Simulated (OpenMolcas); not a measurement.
# Ga+: effect of the level shift or regulariser

- Program: OpenMolcas
- Basis: ANO-RCC-VQZP [7s6p4d2f1g]
- Scalar Hamiltonian: DKH2, point nucleus
- Active space: 2 electrons in 9 orbitals (RAS2 4s 4p; RAS3 4d, at most 2 electrons)
- State averaging: 2S+1 = 3 even, 3 roots; 2S+1 = 1 even, 7 roots; 2S+1 = 3 odd, 3 roots; 2S+1 = 1 odd, 3 roots
- Spin-orbit coupling: state interaction with AMFI integrals over the reference wave functions, term energies averaged over their components

Methods on the same reference wave functions:
A. RASSCF
B. MS-RASPT2, IPEA 0.25 Eh, imaginary shift 0.1 Eh (closed shells correlated: 3d)
C. MS-RASPT2, IPEA 0.25 Eh, sigma2 regulariser 0.3 Eh (closed shells correlated: 3d)

Energies in cm⁻¹ above 4s² ¹S₀, the measured ground level; measured values from NIST Handbook of Basic Atomic Spectroscopic Data.

```json
{"Level": "4s² ¹S₀", "A": "0.0", "B": "0.0", "C": "0.0", "Measured": "0.0"}
{"Level": "4s 4p ³P°₀", "A": "42149", "B": "46460", "C": "46450", "Measured": "47368"}
{"Level": "4s 4p ³P°₁", "A": "42533", "B": "46850", "C": "46830", "Measured": "47814"}
{"Level": "4s 4p ³P°₂", "A": "43324", "B": "47640", "C": "47620", "Measured": "48750"}
{"Level": "4s 4p ¹P°₁", "A": "69293", "B": "70380", "C": "70370", "Measured": "70701"}
```

Deviations, from unrounded energies. A percentage is the sum of absolute deviations over the sum of measured energies, with the sign that they share, or ± where signs differ.

```tsv
Against measurement	Levels	A	B	C
mean absolute deviation (cm-1)	4	4300	820	840
other configurations (%)	4	-8.1	-1.5	-1.6
```

B, C lie about equally close to measurement and A furthest from it. The largest miss of B in the table is 4s 4p ³P°₂, by -1100 cm-1. The ranking rests on the paired levels alone, and a cruder setting can come out closer through cancelling errors.

Between B and C the level of the table that moves most is 4s 4p ³P°₀, by 17 cm-1 (lowest in C, highest in B). Moves below CASPT2's spread within the term are not significant.

The lowest spin-free term lies below A's lowest term by 0.453 hartree in B, 0.453 hartree in C.

Active for correlation alone: 4d; no level in the range computed is led by a configuration that fills it, so any true level of that kind is missing. Without dynamic correlation excited terms often stand tens of per cent too high (terms of higher spin than the ground term too low), and those without a measured partner can miss by more than the paired ones (holds for A). Computed and measured levels are paired by configuration, term and J; levels that our copy of the source lacks, or whose pairing is in doubt (as where it misses far off the trend of its configuration), stay unpaired and out of the deviations. Levels of configurations outside the active space are missing. The table leaves out levels that lie high or whose names do not pair safely across all columns.

° marks odd parity.
